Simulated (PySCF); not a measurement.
# Scalar relativity in S+ (sulfur, charge +1)

[Ne] 3s2 3p3, high-spin 4S determinant; UHF calculated with PySCF 2.14 in dyall-av3z (19s12p3d2f, 84 functions), once non-relativistic with a point nucleus and once with spin-free X2C-1e and a Gaussian nucleus.

```csv
shell,ε non-rel. (eV),ε X2C (eV),"rms r non-rel. (bohr, spins averaged)","rms r X2C (bohr, spins averaged)",change of radius (%)
1s α,-2515.7,-2523.6,0.1126,0.1120,-0.52
1s β,-2514.8,-2522.7,0.1126,0.1120,-0.52
2s α,-256.96,-258.32,0.5179,0.5158,-0.41
2s β,-256.10,-257.45,0.5179,0.5158,-0.41
2p α,-194.11,-194.10,0.4916,0.4910,-0.12
2p β,-192.49,-192.48,0.4916,0.4910,-0.12
3s α,-38.436,-38.569,1.785,1.780,-0.30
3s β,-29.055,-29.189,1.785,1.780,-0.30
3p α,-23.468,-23.454,2.029,2.029,-0.02
```

The total energy goes from -397.1735 to -398.2589 hartree.

Ionisation energy, S+ [Ne] 3s2 3p3 (4S) → S(2+) [Ne] 3s2 3p2 (3P) (eV):

```csv
method,non-relativistic,spin-free X2C,shift
UHF,22.731,22.718,-0.013
MP2 (valence),23.350,23.338,-0.012
SCS-MP2 (valence),23.162,23.150,-0.012
CCSD (valence),23.280,23.270,-0.011
CCSD(T) (valence),23.319,23.308,-0.011
LDA,23.409,23.396,-0.013
PBE,23.319,23.307,-0.013
PBE0,23.387,23.374,-0.013
r2SCAN,23.539,23.526,-0.012
```

Relativity contracts and stabilises s shells directly. The contracted s shells screen the nucleus better, so for spin-averaged p shells the direct and indirect effects partly cancel.
